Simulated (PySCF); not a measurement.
**GaH at RHF-SCS-MP2**

Level: RHF-SCS-MP2. PySCF, spin-free X2C with a Gaussian nucleus, basis sets Ga x2c-SVPall, H x2c-SVPall.

For GaH, the state is ¹Σ⁺ (singlet), closed shell. The bond length is 165.1 pm, the harmonic wavenumber is 1691 cm⁻¹ and the force constant is 1.67 mdyn/Å. The rotational constant Be is 6.230 cm⁻¹ and the anharmonicity ωexe is 27.0 cm⁻¹. The vibration–rotation constant αe is 0.178 cm⁻¹, the well depth De to Ga + H is 2.75 eV and the dissociation energy D0 is 2.65 eV.

Correlated steps freeze 9 core orbitals. Correlated levels converge slowly with the basis: in double zeta they bind strong bonds too weakly, by up to about 1 eV, and carry superposition errors of some tenths. Where the molecule has an RHF reference, its open-shell atoms are computed with UHF.
